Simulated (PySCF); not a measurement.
C3H7O, multiplicity 2. Atoms are numbered in the order given.

```xyz
11

C      1.2826    -0.6730     0.0843
C      0.0662     0.0750    -0.3355
C     -1.2209    -0.7028    -0.0860
O      0.0205     1.3598     0.2493
H      2.2182    -0.1239     0.2190
H      1.3094    -1.7656     0.0848
H      0.1332     0.2764    -1.4252
H     -2.0876    -0.1089    -0.4086
H     -1.3351    -0.9286     0.9871
H     -1.2251    -1.6579    -0.6332
H      0.0563     1.2350     1.2048
```
Charge 0, spin multiplicity 2.

Geometry optimised at PBE0-D3(BJ)/def2-SVP. The isomer is the one that the SMILES or the coordinates give; other isomers of the formula were not compared. One conformer was computed; it need not be the lowest.

The numbers are results of PBE0-D3(BJ)/def2-SVP in PySCF, not measurements.

No scaling factor is applied to the harmonic values.

```csv
mode,ν (cm⁻¹),IR (km/mol),moving atoms (share of kinetic energy)
1,178,3.4,H 97 %
2,261,0.3,H 94 %
3,337,87.1,H 92 %
4,364,0.9,"C 45 %, H 44 %, O 11 %"
5,438,33.6,"H 42 %, O 32 %, C 25 %"
6,446,15.9,"H 51 %, C 31 %, O 19 %"
7,582,38.6,"H 49 %, C 45 %"
8,860,5.9,"C 53 %, H 34 %, O 12 %"
9,905,2.5,"H 70 %, C 25 %"
10,975,1.5,"H 58 %, C 34 %"
11,1032,47.9,"H 56 %, C 30 %, O 14 %"
12,1151,22.9,"H 63 %, C 34 %"
13,1182,72.3,"H 44 %, C 42 %, O 14 %"
14,1271,2.8,"H 54 %, C 44 %"
15,1326,4.6,"H 66 %, C 33 %"
16,1383,11.1,"H 71 %, C 29 %"
17,1399,43.7,"H 83 %, C 12 %"
18,1426,14.5,"H 80 %, C 20 %"
19,1463,11.9,H 94 %
20,1467,0.3,"H 92 %, C 8 %"
21,2990,24.6,H 93 %
22,3052,14.6,H 97 %
23,3145,20.2,"H 91 %, C 9 %"
24,3163,3.3,H 95 %
25,3170,13.8,"H 91 %, C 9 %"
26,3287,4.3,"H 89 %, C 11 %"
27,3856,24.4,H 94 %
```
